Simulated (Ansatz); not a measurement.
Li₆N₂⁺. Total charge 1; doublet. Geometry r2SCAN-D4/def2-TZVP, that of the neutral singlet; atoms count from 1.

```
atom    x (Å)    y (Å)    z (Å)
 Li1   0.5815   1.2545   0.2825
 Li2  -1.6281   2.2007  -1.7170
 Li3  -0.4453  -0.6571  -1.1739
 Li4   2.3717  -0.7195  -0.7249
 Li5  -1.9379   0.4059   0.8339
 Li6   0.5155  -1.5551   1.6746
  N7  -0.3738  -0.3179   0.6748
  N8   0.9163  -0.6113   0.1500
```

The structure comes from a short search, and lower isomers may exist.

(1) Estimate the Mulliken populations from the PBE0/def2-TZVP orbitals of Ansatz.

(2) Where does the spin sit?

(3) And the Mayer bond orders between bonded heavy atoms (over 0.3)?

Results:

(1) 
```csv
atom,charge (e),spin (α − β)
Li1,0.49,-0.06
Li2,0.11,0.08
Li3,0.52,0.20
Li4,0.73,0.02
Li5,0.52,-0.04
Li6,0.77,-0.01
N7,-1.02,0.46
N8,-1.13,0.36
```
Mulliken values and Mayer orders depend strongly on the basis.

(2) Summed by element: Li 0.18, N 0.82, of 1 unpaired in all. Largest on single atoms: N7 0.46, N8 0.36, Li3 0.20.

(3) Li4–N8 0.35 (1.70 Å); N7–N8 1.00 (1.42 Å). Values over 0.3 also appear between atoms too far apart for a bond (Li1–Li2 0.31 at 3.13 Å); they arise where an orbital or an unpaired electron spreads over both atoms.
